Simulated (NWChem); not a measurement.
ammonium (NH4 cation); SMILES [NH4+]

```xyz
5

N      0.0000     0.0000     0.0000
H     -0.5910    -0.5910    -0.5910
H      0.5910     0.5910    -0.5910
H     -0.5910     0.5910     0.5910
H      0.5910    -0.5910     0.5910
```
Atoms are numbered in this order, from 1.

Program: NWChem. Pople sets run with spherical d functions. Geometry: optimised at PBE0-D3(BJ)/def2-TZVP. GIAO values for the isolated, static molecule; σ is the absolute isotropic shielding.

```csv
level,basis functions,σ N1 (ppm),σ H2 (ppm)
Hartree-Fock/6-31G*,22,252.1,27.54
Hartree-Fock/6-311G**,42,242.1,26.86
Hartree-Fock/def2-SVP,34,250.3,26.62
Hartree-Fock/def2-TZVP,55,239.7,26.89
Hartree-Fock/IGLO-II,46,242.4,26.97
Hartree-Fock/IGLO-III,75,240.5,26.63
Hartree-Fock/pcSseg-2,92,240.2,26.35
```
